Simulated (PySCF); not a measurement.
# Löwdin shares of the frontier orbitals

Species: C₃H₁₁FGaN.
SMILES with atom numbers: `[CH3:1][CH:2]([CH3:3])[Ga@@H-:4]([NH3+:5])[F:6]` (hydrogens: H7, H8, H9 on C1; H10 on C2; H11, H12, H13 on C3; H14 on Ga4; H15, H16, H17 on N5)

Geometry (PBE0-D3(BJ)/def2-SVP, Å), atoms numbered from 1 in this order:
```
atom  x, y, z in Å
C1    -0.7610   -1.5231   -0.3538
C2    -0.7863   -0.0490   -0.7452
C3    -1.6996    0.7687    0.1641
Ga4    1.0517    0.7017   -0.8177
N5     1.7987    0.3807    1.1567
F6     2.2716   -0.5090   -1.3695
H7    -0.3710   -1.6694    0.6704
H8    -1.7720   -1.9699   -0.3644
H9    -0.1220   -2.1162   -1.0253
H10   -1.1769    0.0249   -1.7767
H11   -1.7650    1.8238   -0.1472
H12   -1.3484    0.7637    1.2124
H13   -2.7295    0.3674    0.1819
H14    1.4882    2.1828   -1.1361
H15    2.5198   -0.3054    0.9207
H16    1.1514   -0.0424    1.8206
H17    2.2436    1.1831    1.5994
```

Computed, not measured: TDDFT wB97X-D/def2-SVPD, vertical, gas phase, core orbitals frozen in the response (PySCF). Relativistic effects, spin–orbit coupling among them, are left out although an element past zinc is present.

Kohn–Sham orbitals with the atoms that hold most of them (Löwdin shares over 4%, at most four atoms; ? is withheld):

| orbital | ε (eV) | atoms |
| --- | --- | --- |
| LUMO+2 | 2.53 | Ga4 29%, C3 16%, H11 10%, H14 8% |
| LUMO+1 | 2.28 | Ga4 58%, H14 8%, F6 7%, H10 6% |
| LUMO | 1.30 | ? |
| HOMO | -8.71 | ? |
| HOMO-1 | -10.55 | H14 26%, Ga4 25%, F6 19%, N5 11% |
| HOMO-2 | -11.20 | C2 26%, C3 17%, C1 16%, H10 13% |
| HOMO-3 | -11.33 | C1 24%, C3 22%, C2 18%, H11 12% |

Q: Which atoms hold the LUMO, and with what shares?

A: Ga4 (bonded to C, F, N and H) 35%; H17 (bonded to N) 13%; N5 (bonded to Ga and 3 H) 12%; H16 (bonded to N) 11%. By element: gallium 35%, hydrogen 25% or more, nitrogen 12%.

Q: Which atoms hold the HOMO, and with what shares?

A: C2 (bonded to 2 C, Ga and H) 34%; Ga4 (bonded to C, F, N and H) 20%; H14 (bonded to Ga) 10%; C1 (bonded to C and 3 H) 8%. By element: carbon 42% or more, gallium 20%, hydrogen 10% or more.

Q: The HOMO–LUMO gap is 10.01 eV. Where does the response calculation put the lowest singlet, and from which orbitals?

A: S1 is at 6.28 eV (f = 0.0064), 3.73 eV below the gap, made of HOMO→LUMO (82%), HOMO→LUMO+1 (10%). 

Next come S2 at 6.84 eV (f 0.015), HOMO→LUMO+1 (64%), HOMO→LUMO+3 (15%), HOMO→LUMO (10%); S3 at 7.18 eV (f 0.012), HOMO→LUMO+2 (84%); S4 at 7.59 eV (f 0.126), HOMO→LUMO+3 (60%), HOMO-1→LUMO (18%), HOMO→LUMO+1 (12%); S5 at 8.00 eV (f 0.070), HOMO-1→LUMO (27%), HOMO→LUMO+4 (22%), HOMO→LUMO+5 (16%).

Löwdin shares depend on the basis, the more so with diffuse functions.

One conformer stands for the species.
